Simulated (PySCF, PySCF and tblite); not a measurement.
One step of a conformer study of C₄H₇FO₂, numbered as in [F:1][CH:2]1[CH2:3][O:4][CH2:5][O:6][CH2:7]1: PBE0-D3(BJ)/def2-SVP geometry optimisation from a GFN2-xTB Hessian, gas phase in PySCF 2.14.0, density-fitted response routines; conformer with 6-ring chair (all substituents equatorial).

The 6-ring runs over atoms 2–3–4–5–6–7. Of a mirror pair one member is shown.

Input:

```
{"job": {"kind": "geom", "xc": "PBE0", "basis": "def2-SVP", "d3": "d3bj", "grid": 1, "maxiter": 40}, "charge": 0, "multiplicity": 1}
F     -2.308574    -0.334236     0.522083
C     -1.159929    -0.202053    -0.223604
C     -0.536656     1.177323     0.020774
O      0.715615     1.253680    -0.624575
C      1.574826     0.239046    -0.197856
O      1.083956    -1.040821    -0.463881
C     -0.143018    -1.271092     0.193322
H     -1.437928    -0.321041    -1.276949
H     -0.423531     1.329279     1.105918
H     -1.154617     1.974838    -0.393667
H      1.772530     0.346651     0.889329
H      2.500056     0.347871    -0.765771
H     -0.010926    -1.229361     1.286146
H     -0.472481    -2.270557    -0.093435
```

Launched as:

```sh
OMP_NUM_THREADS=1 python ens_run.py task.json out
```

Output (atoms count from 0 there):

```
step      E/eV     max force
  0    -11052.45166   0.6418
  1    -11052.47261   0.1065
  2    -11052.47309   0.0100
```

It took 17 s on 1 thread of Arm Neoverse V2, shared host (rough), peak memory 0.51 GiB, launched as `OMP_NUM_THREADS=1 python ens_run.py task.json out`.
